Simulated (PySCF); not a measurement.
**Two-component Hartree-Fock for P (phosphorus, neutral)**

Start: [Ne] 3s2 3p3; 3p1/2 filled at m_j = -1/2, +1/2; 3p3/2 filled at m_j = +3/2. Calculated with PySCF 2.14 in an uncontracted even-tempered set (20 s from 0.0085 bohr⁻², ratio 2.8; 14 p from 0.011 bohr⁻², ratio 2.8; 5 d from 0.46 bohr⁻², ratio 3): generalised Hartree-Fock with the X2C-1e Hamiltonian and a Gaussian nucleus; one run each with spin-orbit coupling (SO) switched off, then screened by Boettger's factors.

```
spinor shell  electrons  ε, spin-free (eV)  ε, screened SO (eV)  weight of nominal j (screened SO)  rms radius, screened SO (bohr)
       1s1/2          2            -2182.1              -2182.1                              1.000                           0.120
       2s1/2          2            -205.39              -205.38                              1.000                           0.560
       2p1/2          2            -146.95              -147.86                              0.821                           0.538
       2p3/2          4            -146.95              -146.50                              0.910                           0.541
       3s1/2          2            -19.030              -19.030                              1.000                            2.08
       3p1/2          2            -10.658              -10.670                              0.507                            2.52
       3p3/2          1            -10.658              -10.635                              1.000                            2.53
```

```json
{"quantity": "E (hartree)", "spin-free": "-341.52923", "screened SO": "-341.52971"}
{"quantity": "M_J", "spin-free": "3/2", "screened SO": "3/2"}
{"quantity": "⟨J²⟩", "spin-free": "3.751", "screened SO": "3.751"}
{"quantity": "⟨L²⟩", "spin-free": "0.000", "screened SO": "0.000"}
{"quantity": "⟨S²⟩", "spin-free": "3.751", "screened SO": "3.750"}
```

Each row is a mean over spinors that exchange with the open shell spreads, by up to 7.607 eV (3s1/2).

Rows whose weight is well below 1 are mixtures of j = l ± 1/2: exchange outweighs spin-orbit coupling there, and the label is only the starting occupation.

Without spin-orbit coupling the j labels of p, d and f shells carry no meaning; the spin-free column gives the mean over the occupied spinors of each nl shell.
